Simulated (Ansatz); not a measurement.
Basis-set extrapolation for `FC1BCC1` (PBE0-D4/def2-TZVP geometry, frozen core, Ansatz 0.2.0). Multiplicity 1, RHF reference.

```csv
,def2-TZVPP,def2-QZVPP
HF,-241.258936,-241.269711
MP2 correlation,-0.853235,-0.915622
CCSD(T) correlation,-0.924005,not run
```

Energies in hartree. Use E(X) = E(∞) + A·exp(−7.88·√X) for Hartree–Fock and E(X) = E(∞) + B·X^(−2.97) for correlation, with X = 3 and 4, and add CCSD(T) minus MP2 of the smaller set to the MP2 limit.

Task: What is the CCSD(T) energy at the basis-set limit?

Result: HF limit: -241.269711 + (-0.010775) × 0.13774 = -241.27120. MP2 limit: -0.915622 + (-0.062387) × 0.74074 = -0.96183. Higher-order term: -0.924005 − (-0.853235) = -0.07077. Total: -242.30380 hartree, 317.3 kJ/mol below CCSD(T)/def2-TZVPP.
